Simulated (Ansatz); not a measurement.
C$_{3}$H$_{7}$NO, singlet, at a GFN2-xTB geometry. Base run: Ansatz (a quantum-chemistry and plane-wave program) with PBE/3-21G.

Geometry (Å):
```xyz
12

C      1.7062    -0.1551     0.3623
N      0.2952    -0.1384     0.0883
C     -0.4072    -1.3899     0.2414
C     -0.3682     0.9653    -0.2923
O     -1.5505     1.0246    -0.5323
H      2.1251     0.8384     0.2143
H      1.8899    -0.4660     1.3947
H      2.2153    -0.8565    -0.3047
H     -1.4543    -1.2157     0.0009
H      0.0027    -2.1433    -0.4352
H     -0.3236    -1.7518     1.2687
H      0.2981     1.8454    -0.3669
```
Charge 0, spin multiplicity 1.
All else is at Ansatz's defaults.

Variants of this job, named by their change:

| change | E (Eh) |
|---|---|
| base | -246.83601 |
| functional = b3lyp | … |
| functional = pbe0; dispersion = d4 | … |
| functional = pbe0; dispersion = d3bj | -246.86228 |
| functional = B2PLYP | -246.79188 |
| functional = wB97M-V | … |
| functional = lc_wpbe | … |
| functional = blyp | -247.03993 |
| functional = BHLYP | -246.98742 |
| functional = PBE-QIDH | -246.64957 |
| functional = cam_b3lyp | -247.01536 |
| functional = hse06 | -246.84216 |
| functional = b3lyp; dispersion = d3bjatm | -247.15628 |

**Question.** Fill in the missing entries.

**Answer.** 
- functional = b3lyp, E (Eh): -247.14251
- functional = pbe0; dispersion = d4, E (Eh): -246.86171
- functional = wB97M-V, E (Eh): -247.03988
- functional = lc_wpbe, E (Eh): -246.97826

Totals shift with the method and basis; they matter in differences.
